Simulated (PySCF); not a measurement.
**Relaxation of singlet FTiN**

These are results of PBE0 in PySCF with Ti def2-TZVP, N def2-TZVP, F def2-TZVP; no relativity; density-fitted integrals, not measurements. A (50,194) grid was used.

A hand-made bent start, of Cs symmetry, held to at least that symmetry:

```xyz
3
charge 0 multiplicity 1, angstrom
Ti   -0.1337    0.0000   -0.4449
N    -1.5836    0.0000    0.5703
F     1.5046    0.0000    0.7023
```

(1) What forces act on the atoms at the start (eV/Å)?

(2) What does it relax to?

(3) How much energy is released, and in how many steps?

Answers

(1) 
```tsv
atom	Fx	Fy	Fz
Ti1	-3.63	0.00	6.28
N2	5.83	0.00	-4.43
F3	-2.20	0.00	-1.85
```

(2) It ends at Cs with Ti–F 1.833 Å, Ti–N 1.553 Å; F–Ti–N 113.8° (after a last refinement on a finer grid). A frequency run shows a minimum.

(3) 120.1 kJ/mol in 5 steps.

The relaxation took about 60 core-seconds on a shared host.
